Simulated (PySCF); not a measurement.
# Ru⁺: excitation energy

Ru⁺ [Kr] 4d7 (4F) → Ru⁺ [Kr] 4d6 5p1 (high-spin determinant), as a difference of total energies. Calculation: PySCF 2.14, in aug-cc-pwCVDZ-PP with ECP28MDF (6s6p5d3f, 70 functions); a scalar-relativistic core potential. Correlated levels: valence: 4s2 4p6 frozen; valence and next inner shell: nothing frozen outside the core potential. The calculations carry no spin-orbit coupling.

```json
{"method": "UHF", "excitation energy (eV)": "4.687"}
{"method": "LDA", "excitation energy (eV)": "5.636"}
{"method": "PBE", "excitation energy (eV)": "5.596"}
{"method": "PBE0", "excitation energy (eV)": "5.583"}
{"method": "r2SCAN", "excitation energy (eV)": "5.348"}
{"method": "CAM-B3LYP", "excitation energy (eV)": "5.812"}
{"method": "wB97M-V", "excitation energy (eV)": "5.843"}
{"method": "M06-2X", "excitation energy (eV)": "6.156"}
{"method": "r2SCAN0", "excitation energy (eV)": "5.417"}
{"method": "MP2 (valence)", "excitation energy (eV)": "5.565"}
{"method": "SCS-MP2 (valence)", "excitation energy (eV)": "5.939"}
{"method": "MP2 (valence and next inner shell)", "excitation energy (eV)": "5.334"}
{"method": "SCS-MP2 (valence and next inner shell)", "excitation energy (eV)": "5.540"}
```

Question: How much does correlation contribute at MP2 (valence and next inner shell)?

Answer: 5.334 − (4.687) = 0.647 eV, measured against UHF.

The determinant of the upper state mixes LS terms, which raises its energy above the lowest term, most at the Hartree-Fock and MP2 levels.
